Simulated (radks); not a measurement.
Problem. Species: the gadolinium ion Gd+. Configuration: [Xe] 4f7 5d1 6s0.5 6p0.5 (fractional occupations, a model configuration). All-electron calculation, scalar-relativistic Kohn-Sham, Wu-Cohen GGA, spin-polarised, spherical densities, finite nucleus; open shells are filled with parallel spins first (spin-orbit coupling, left out, can overturn this in heavy ions); Fermi nuclear charge, rms radius 5.1569 fm. Program: a radial shooting solver on a logarithmic mesh with Libxc functionals. Some entries of the table are withheld. Estimate them.

orbital  occ.  eigenvalue (eV)  <r^2> (bohr^2)
1s up       1        -50095.99       0.0006551
1s down     1        -50095.98       0.0006551
2s up       1        -8276.618         0.01028
2s down     1        -8276.523         0.01028
2p up       3        -7367.806        0.008282
2p down     3        -7367.735        0.008281
3s up       1        -1840.400         0.06833
3s down     1        -1837.756         0.06821
3p up       3        -1558.737         0.06851
3p down     3        -1556.111         0.06836
3d up       5        -1186.037         0.05757
3d down     5        -1183.996         0.05740
4s up       1        -377.9372          0.3451
4s down     1        -371.7663          0.3452
4p up       3        -285.0598          0.3896
4p down     3        -278.9405          0.3899
4d up       5        -156.4706          0.4690
4d down     5        -150.4486          0.4711
5s up       1         -57.8602           1.978
5s down     1         -54.4380           2.030
5p up       3         -35.1533           2.724
5p down     3         -32.3500           2.809
4f up       7              (1)          0.9482
4f down     0              (2)           1.071
6s up     0.5         -10.2079           14.29
5d up       1              (3)           7.364
5d down     0              (4)           7.637
6p up     0.5          -6.4317           22.79
7s up       0          -3.2506           71.17

Solution. 
(1) 4f up eigenvalue (eV): -17.4143
(2) 4f down eigenvalue (eV): -12.0185
(3) 5d up eigenvalue (eV): -9.5626
(4) 5d down eigenvalue (eV): -7.5760
